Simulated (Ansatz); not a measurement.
System: CuF2 (charge 0, doublet). The spin state was set by rule; other spins were not relaxed. SMILES: [F][Cu][F]
Structure (B3LYP-D3(BJ)/def2-TZVP (Ansatz, a first-principles code) minimum search):
```
Cu
F 1 1.7336
F 1 1.7336 2 180.00
```
Charge 0, spin multiplicity 2.

Wanted: atomisation energy (electronic, to ground-state atoms), in kcal/mol. Cores are frozen in the correlated levels unless marked. UHF or UKS for open shells. No spin-orbit coupling. The frozen core is the preceding noble-gas configuration, with the filled d and f shells of earlier blocks. No relativistic terms. The coupled-cluster limit lacks core correlation, which all-electron functionals hold. Basis-set limits of correlation are two-point, X^-3; Hartree-Fock from the larger set. The bracket is a focal-point correction in the basis named.

```
level                                                                 program  atomisation energy (kcal/mol)
-------------------------------------------------------------  --------------  -----------------------------
BHLYP-D4/def2-TZVPD                                            Ansatz + dftd4                          169.1
r2SCANh/def2-TZVPD                                                     Ansatz                              …
HSE06/def2-TZVPD                                                       Ansatz                          173.9
CAM-B3LYP-D4/def2-TZVPD                                        Ansatz + dftd4                          179.9
RI-MP2/CBS(def2-TZVPPD,def2-QZVPPD)+[CCSD(T)-MP2]/def2-TZVPPD          Ansatz                              …
```

### Question
Complete the blanks.

### Answer

- r2SCANh/def2-TZVPD, atomisation energy (kcal/mol): 180.5
- RI-MP2/CBS(def2-TZVPPD,def2-QZVPPD)+[CCSD(T)-MP2]/def2-TZVPPD, atomisation energy (kcal/mol): 183.5
